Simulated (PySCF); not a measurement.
C3H7BO2, SMILES C1(CB(C1)O)O.

Coordinates come from a r2SCAN-D4/def2-SVP optimisation. The structure was generated by enumeration, and PubChem lists no compound with its InChIKey, so it may never have been made. One conformer was computed; it need not be the lowest.

These are TDA-PBE/def2-SVPD (PySCF) values and carry that method's errors.

Vertical excitations. Isolated molecule, no solvent.

Give excitation energies, oscillator strengths and character. (Estimate from the structure and the level; the computed values follow.)


```
state  energy (eV)  λ (nm)      f                            main pairs
-----  -----------  ------  -----  ------------------------------------
S1            5.29     235  0.002                        HOMO→LUMO 99 %
S2            5.59     222  0.032                      HOMO→LUMO+1 99 %
S3            6.01     206  0.001                      HOMO−1→LUMO 98 %
S4            6.15     202  0.001                      HOMO→LUMO+2 96 %
S5            6.18     201  0.014                    HOMO−1→LUMO+1 96 %
S6            6.72     185  0.004                      HOMO−2→LUMO 90 %
S7            6.72     184  0.001                    HOMO−1→LUMO+2 92 %
S8            6.95     178  0.020  HOMO→LUMO+3 53 %, HOMO−2→LUMO+1 46 %
S9            6.97     178  0.010  HOMO−2→LUMO+1 53 %, HOMO→LUMO+3 45 %
S10           7.09     175  0.041                      HOMO→LUMO+4 98 %
T1            5.09     243      0                        HOMO→LUMO 98 %
T2            5.48     226      0                      HOMO−1→LUMO 90 %
T3            5.49     226      0                      HOMO→LUMO+1 91 %
T4            5.95     208      0                      HOMO→LUMO+2 98 %
```
Triplets are in the Tamm–Dancoff approximation.
